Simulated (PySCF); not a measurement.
# Electron correlation in Pb (lead, neutral)

[Xe] 4f14 5d10 6s1 6p2 7s1, high-spin 5P determinant (an excited configuration). Calculation: PySCF 2.14, in aug-cc-pwCVTZ-PP with ECP60MDF (8s7p6d4f1g, 96 functions); scalar relativity through the core potential. Frozen: 5s2 5p6 5d10; 4 electrons correlated.

| level | correlation energy (mhartree) |
| --- | --- |
| CCSD | -17.66 |
| (T) | -0.29 |
| CCSD(T) | -17.95 |

Diagnostics: T1 = 0.0095, D1 = 0.0250, largest double amplitude 0.030.

Spin-orbit coupling is strong in this species (close to jj coupling), so the high-spin LS determinant is a model state, not a physical level. The outer electron is Rydberg-like, and this basis confines it to a smaller radius and binds it less than a complete one would.

Cost of the coupled-cluster step: of the order of 15 core-seconds, for 4 correlated electrons.

Iterations:

```
CC2 = 0
CCSD nocc = (np.int64(4), np.int64(0)), nmo = (87, 87)
frozen orbitals [[0, 1, 2, 3, 4, 5, 6, 7, 8], [0, 1, 2, 3, 4, 5, 6, 7, 8]]
max_cycle = 100
direct = 0
conv_tol = 1e-08
conv_tol_normt = 1e-06
diis_space = 8
diis_start_cycle = 0
Init t2, MP2 energy = -0.012666956246876
Init E_corr(UCCSD) = -0.0126669562471064
cycle = 1  E_corr(UCCSD) = -0.0159850677580357  dE = -0.00331811151  norm(t1,t2) = 0.0328632
cycle = 2  E_corr(UCCSD) = -0.017014583768677  dE = -0.00102951601  norm(t1,t2) = 0.0136733
cycle = 3  E_corr(UCCSD) = -0.0176382363769485  dE = -0.000623652608  norm(t1,t2) = 0.00696016
cycle = 4  E_corr(UCCSD) = -0.0176101490515832  dE = 2.80873254e-05  norm(t1,t2) = 0.00320665
cycle = 5  E_corr(UCCSD) = -0.0176623359373433  dE = -5.21868858e-05  norm(t1,t2) = 0.00190633
cycle = 6  E_corr(UCCSD) = -0.0176583500211666  dE = 3.98591618e-06  norm(t1,t2) = 0.000306269
cycle = 7  E_corr(UCCSD) = -0.017662260291216  dE = -3.91027005e-06  norm(t1,t2) = 0.000114579
cycle = 8  E_corr(UCCSD) = -0.0176598286667657  dE = 2.43162445e-06  norm(t1,t2) = 5.26946e-05
cycle = 9  E_corr(UCCSD) = -0.0176609276397333  dE = -1.09897297e-06  norm(t1,t2) = 1.42927e-05
cycle = 10  E_corr(UCCSD) = -0.0176607456839693  dE = 1.81955764e-07  norm(t1,t2) = 3.42009e-06
cycle = 11  E_corr(UCCSD) = -0.0176607436172169  dE = 2.06675245e-09  norm(t1,t2) = 8.51489e-07
UCCSD converged
E(UCCSD) = -191.499917487284  E_corr = -0.01766074361721686
UCCSD(T) correction = -0.000287154283856963
```

Spin-orbit coupling is strong in this species, so the high-spin LS determinant is a model state.
